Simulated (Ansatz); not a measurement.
`[SiH3]N[SiH](Cl)Cl` and `N[SiH](Cl)N[SiH3]` differ in one atom or group.

Ansatz, PBE0-D4/def2-TZVP geometries, multiplicity 1. Each molecule was computed in one conformer, which needn't be the lowest.

```
                                          property  `[SiH3]N[SiH](Cl)Cl`
  size of the dipole moment (B3LYP/def2-TZVPP) / D                  1.75
                HOMO energy (PBE0/def2-TZVPP) / eV                 -8.15
               HOMO–LUMO gap (PBE/def2-TZVPP) / eV                  5.88
           HOMO–LUMO gap (ωB97M-V/def2-TZVPP) / eV                 11.98
size of the dipole moment (ωB97M-V/def2-TZVPP) / D                  1.73
                 LUMO energy (PBE/def2-TZVPP) / eV                 -0.91
```

Question: Give the same properties after the change, and the shifts. (An estimate is asked.)

Answer: Computed: 
| property | `N[SiH](Cl)N[SiH3]` | shift |
| --- | --- | --- |
| size of the dipole moment (B3LYP/def2-TZVPP) / D | 2.57 | 0.82 |
| HOMO energy (PBE0/def2-TZVPP) / eV | -7.75 | 0.40 |
| HOMO–LUMO gap (PBE/def2-TZVPP) / eV | 5.95 | 0.07 |
| HOMO–LUMO gap (ωB97M-V/def2-TZVPP) / eV | 11.97 | -0.01 |
| size of the dipole moment (ωB97M-V/def2-TZVPP) / D | 2.59 | 0.86 |
| LUMO energy (PBE/def2-TZVPP) / eV | -0.45 | 0.46 |

With PBE0 the HOMO rises by 0.40 eV and the LUMO rises by 0.46 eV, so the gap widens by about 0.06 eV. PBE moves the HOMO by 0.40 eV and ωB97M-V by 0.38 eV. Dipoles are sizes alone; their direction can turn.

B3LYP here is the variant with VWN-RPA as its local correlation; programs differ in this.
